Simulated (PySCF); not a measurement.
Excitation energy of Ne by level of theory

Ne [Ne] (1S) → Ne [He] 2s1 2p6 3p1 (3P), as a difference of total energies. Calculation: PySCF 2.14, in aug-cc-pVQZ with one added diffuse shell each of s, p, d, f, g type (7s6p5d4f3g, 105 functions); the non-relativistic Hamiltonian (point nucleus). Correlated levels: valence: 1s2 frozen. The calculations carry no spin-orbit coupling.

| method | excitation energy (eV) |
| --- | --- |
| UHF | 46.296 |
| LDA | 41.614 |
| PBE | 41.788 |
| PBE0 | 43.174 |
| r2SCAN | 43.857 |
| revPBE | 41.803 |
| M06-2X | 44.067 |
| BHandHLYP | 44.477 |
| r2SCAN0 | 44.601 |
| MP2 (valence) | 45.961 |
| SCS-MP2 (valence) | 45.644 |

Q: How much does correlation contribute at MP2 (valence)?

A: 45.961 − (46.296) = -0.335 eV, measured against UHF.

The upper state lies above the first ionisation limit, where it may autoionise and the basis confines it. A Rydberg-like electron needs more diffuse functions than a valence basis has.

The promoted electron is Rydberg-like, and one or two diffuse shells describe it only roughly, which tends to raise the upper state.
